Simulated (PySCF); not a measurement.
C₂H₈OSeSi, SMILES C([SiH2][SeH])OC, GFN2-xTB optimised geometry.

```
13

C      1.46    -0.88     1.25
O      0.90    -1.20     0.00
C     -0.52    -1.20     0.00
Si    -1.26     0.57     0.00
Se     0.28     1.79    -1.12
H      1.13    -1.59     2.02
H      2.54    -0.95     1.13
H      1.18     0.13     1.56
H     -0.80    -1.72    -0.92
H     -0.89    -1.79     0.84
H     -2.54     0.57    -0.71
H     -1.43     1.10     1.36
H      1.20     0.69    -1.21
```

Density from PBE/def2-TZVP (PySCF) at that geometry.

Minimum of the electron density along straight lines between bonded atoms, close to the bond critical point (lines longer than 1.1 times the sum of covalent radii, or with two minima, are not listed):

```json
[
 {"bond": "C1–O2", "length / Å": "1.405", "ρ at the minimum / e bohr⁻³": "0.266", "∇²ρ there / e bohr⁻⁵": "-0.57", "position (fraction from the first atom)": "0.36"},
 {"bond": "O2–C3", "length / Å": "1.415", "ρ at the minimum / e bohr⁻³": "0.260", "∇²ρ there / e bohr⁻⁵": "-0.54", "position (fraction from the first atom)": "0.63"},
 {"bond": "C3–Si4", "length / Å": "1.924", "ρ at the minimum / e bohr⁻³": "0.115", "∇²ρ there / e bohr⁻⁵": "0.11", "position (fraction from the first atom)": "0.61"},
 {"bond": "Si4–Se5", "length / Å": "2.268", "ρ at the minimum / e bohr⁻³": "0.092", "∇²ρ there / e bohr⁻⁵": "-0.02", "position (fraction from the first atom)": "0.36"},
 {"bond": "C1–H6", "length / Å": "1.096", "ρ at the minimum / e bohr⁻³": "0.278", "∇²ρ there / e bohr⁻⁵": "-0.94", "position (fraction from the first atom)": "0.64"},
 {"bond": "C1–H7", "length / Å": "1.088", "ρ at the minimum / e bohr⁻³": "0.284", "∇²ρ there / e bohr⁻⁵": "-0.99", "position (fraction from the first atom)": "0.65"},
 {"bond": "C1–H8", "length / Å": "1.097", "ρ at the minimum / e bohr⁻³": "0.278", "∇²ρ there / e bohr⁻⁵": "-0.95", "position (fraction from the first atom)": "0.65"},
 {"bond": "C3–H9", "length / Å": "1.091", "ρ at the minimum / e bohr⁻³": "0.280", "∇²ρ there / e bohr⁻⁵": "-0.96", "position (fraction from the first atom)": "0.65"},
 {"bond": "C3–H10", "length / Å": "1.096", "ρ at the minimum / e bohr⁻³": "0.276", "∇²ρ there / e bohr⁻⁵": "-0.92", "position (fraction from the first atom)": "0.64"},
 {"bond": "Si4–H11", "length / Å": "1.459", "ρ at the minimum / e bohr⁻³": "0.126", "∇²ρ there / e bohr⁻⁵": "0.17", "position (fraction from the first atom)": "0.50"},
 {"bond": "Si4–H12", "length / Å": "1.464", "ρ at the minimum / e bohr⁻³": "0.125", "∇²ρ there / e bohr⁻⁵": "0.16", "position (fraction from the first atom)": "0.50"},
 {"bond": "Se5–H13", "length / Å": "1.436", "ρ at the minimum / e bohr⁻³": "0.185", "∇²ρ there / e bohr⁻⁵": "-0.34", "position (fraction from the first atom)": "0.64"}
]
```
